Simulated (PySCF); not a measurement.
## Spinor energies of Ar⁺ (argon, charge +1)

Start: [Ne] 3s2 3p5; 3p1/2 filled at m_j = -1/2, +1/2; 3p3/2 filled at m_j = -1/2, +1/2, +3/2. Calculated with PySCF 2.14 in an uncontracted even-tempered set (19 s from 0.026 bohr⁻², ratio 2.8; 13 p from 0.034 bohr⁻², ratio 2.8; 5 d from 1 bohr⁻², ratio 3): generalised Hartree-Fock with the X2C-1e Hamiltonian and a Gaussian nucleus; one run each with spin-orbit coupling (SO) switched off, then screened by Boettger's factors.

| spinor shell | electrons | ε, spin-free (eV) | ε, screened SO (eV) | weight of nominal j (screened SO) | rms radius, screened SO (bohr) |
| --- | --- | --- | --- | --- | --- |
| 1s1/2 | 2 | -3254.9 | -3254.8 | 1.000 | 0.0991 |
| 2s1/2 | 2 | -351.68 | -351.65 | 1.000 | 0.446 |
| 2p1/2 | 2 | -274.50 | -276.27 | 0.993 | 0.415 |
| 2p3/2 | 4 | -274.50 | -273.60 | 0.997 | 0.418 |
| 3s1/2 | 2 | -46.846 | -46.837 | 1.000 | 1.48 |
| 3p1/2 | 2 | -28.455 | -28.497 | 0.636 | 1.69 |
| 3p3/2 | 3 | -28.455 | -28.439 | 0.757 | 1.69 |

```csv
quantity,spin-free,screened SO
E (hartree),-528.07592,-528.07996
M_J,3/2,3/2
⟨J²⟩,3.756,3.756
⟨L²⟩,2.004,2.004
⟨S²⟩,0.752,0.752
```

Each row is a mean over spinors that exchange with the open shell spreads, by up to 3.848 eV (3s1/2).

Rows whose weight is well below 1 are mixtures of j = l ± 1/2: exchange outweighs spin-orbit coupling there, and the label is only the starting occupation.

Without spin-orbit coupling the j labels of p, d and f shells carry no meaning; the spin-free column gives the mean over the occupied spinors of each nl shell.
